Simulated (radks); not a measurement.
The numbers below are computed, except where a source is named.
Ionisation of Br+, [Ar] 3d10 4s2 4p4, to Br2+, [Ar] 3d10 4s2 4p3, under several functionals. Dirac Kohn-Sham, spin-unpolarised, spherical densities, finite nucleus; open shells fill j = l - 1/2 first; a radial shooting solver on a logarithmic mesh with Libxc functionals.

SOGGA: E(Br+) (hartree) -2604.14281; Exc (hartree) -89.86427; IE (eV) 22.414; -e(HOMO) (eV) 17.147; <r> HOMO (bohr) 1.973; IE error (eV) +0.823
LDA (Slater exchange, VWN5 correlation): E(Br+) (hartree) -2602.83443; Exc (hartree) -88.53220; IE (eV) 22.676; -e(HOMO) (eV) 17.392; <r> HOMO (bohr) 1.972; IE error (eV) +1.085
XLYP: E(Br+) (hartree) -2606.91156; Exc (hartree) -92.66954; IE (eV) 22.378; -e(HOMO) (eV) 17.104; <r> HOMO (bohr) 1.983; IE error (eV) +0.787
revPBE: E(Br+) (hartree) -2606.29746; Exc (hartree) -92.05472; IE (eV) 22.461; -e(HOMO) (eV) 17.197; <r> HOMO (bohr) 1.975; IE error (eV) +0.870
OLYP: E(Br+) (hartree) -2607.22440; Exc (hartree) -93.06048; IE (eV) 22.443; -e(HOMO) (eV) 17.170; <r> HOMO (bohr) 1.973; IE error (eV) +0.852
BP86: E(Br+) (hartree) -2606.79877; Exc (hartree) -92.56198; IE (eV) 22.618; -e(HOMO) (eV) 17.345; <r> HOMO (bohr) 1.972; IE error (eV) +1.027
exchange-only PBE: E(Br+) (hartree) -2604.46558; Exc (hartree) -90.18469; IE (eV) 21.459; -e(HOMO) (eV) 16.222; <r> HOMO (bohr) 1.998; IE error (eV) -0.132

NIST Atomic Spectra Database: 21.591 eV (measured). Closest: exchange-only PBE. The Delta-SCF values span 1.22 eV, the total energies 4.39 hartree. The highest occupied level is 4p3/2. Spin polarisation and multiplet splitting are left out, so open shells lie too high by an amount that depends on their filling.

Beside tabulated values, note that spin-unpolarised runs miss the spin-polarisation part of the exchange energy of open shells.
